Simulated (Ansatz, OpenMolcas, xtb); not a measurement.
CH6BNO2 (SMILES OBNCO): the energy, rung by rung

The species is CH6BNO2 (11 atoms), meant as a singlet with charge 0. SMILES: `OBNCO`. The coordinates come from a PBE0-D4/def2-TZVP relaxation. This is a higher conformer, about 10 kJ/mol above the lowest found by a separate search.

```xyz
11

O    -0.3653    1.8673    0.5240
B    -0.1510    0.7763    1.3107
N     0.0413   -0.5145    0.7616
C    -0.0745   -0.8271   -0.6213
O     0.8335   -0.0164   -1.3606
H    -0.1459    1.6847   -0.3973
H    -0.1355    0.9159    2.4996
H     0.3440   -1.2657    1.3548
H    -1.0958   -0.6290   -0.9783
H     0.1421   -1.8900   -0.7746
H     0.6727   -0.1585   -2.2982
```

Each level gives the energy change with the N3–C4 bond stretched from 1.423 to 2.134 Å (eV). The values are calculated.

| level | kind | program | value (eV) | CPU time (all runs) |
| --- | --- | --- | --- | --- |
| GFN2-xTB | semi-empirical | xtb | 3.06 | under 2 s |
| SVWN5/def2-SVP (restricted) | LDA | Ansatz | 3.21 | 11 s |
| PBE/def2-SVP (restricted) | GGA | OpenMolcas | 2.83 | 97 s |
| r2SCAN/def2-SVP (restricted) | meta-GGA | Ansatz | 3.01 | 28 s |
| M06-2X/def2-SVP (restricted) | hybrid meta-GGA | OpenMolcas | 3.29 | 2.1 min |
| CAM-B3LYP/def2-SVP (restricted) | range-separated hybrid | Ansatz | 3.25 | 21 s |
| B2PLYP/def2-SVP (restricted) | double hybrid | OpenMolcas | 3.09 | 79 s |
| MP2/def2-SVP (restricted) | perturbation theory | OpenMolcas | 3.24 | 30 s |
| CCSD/def2-SVP (restricted) | coupled cluster or CI | Ansatz | 3.18 | 70 s |

The first shape isn't each level's own minimum. The values span 2.83 to 3.29 eV. CPU times are rough (shared hosts, several kinds of processor and program).
